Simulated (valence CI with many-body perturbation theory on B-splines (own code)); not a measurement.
## Er28+ in brief

Calculated by relativistic CI+MBPT: four valence electrons over a frozen Dirac-Fock core [Kr], radial functions for each j: 7 s, 7 p, 8 d, 6 f, 4 g, 1 h, with the one-electron correlation potential Σ1 (screened to all orders), the two-electron term Σ2, the three-electron term Σ3, Breit, model QED; selected single and double excitations, second order for the rest, scaled by the run's own slope (own B-spline code, finite nucleus).

The last digits are not significant, and no measured levels were compared; by estimate large intervals hold to a few tenths of a per cent, small ones and those within an open d or f shell to about a per cent. Only levels of the ground parity were solved; by the run's estimate the other parity begins above the list, which can be wrong where configurations are misplaced.

Levels are named by their leading jj configuration (3d3/2^4 stands for four electrons in 3d with j = 3/2), which in mixed levels can hold well under half, so a name can repeat and another be missing.

Rates and lifetimes use the calculated energies. Strong lines usually hold to 10 to 20 %, long lifetimes can be off by a factor of two.

What is the ground level?

(4d3/2^4) J=0, composition 55 % 4d4 3P + 35 % 4d4 5D + 10 % 4d4 1S.

What is the ionisation energy?

1047.7 eV; NIST lists 1046 ± 4 eV (theoretical).

How well does LS coupling describe the low levels?

Among the lowest 20 levels the leading LS term, summed over configurations, holds 48 % on average. For single configurations the figures are 48 % in LS and 86 % in jj coupling. Terms mix most in the J = 2 level at 165180 cm⁻¹, where the leading one holds 30 %.
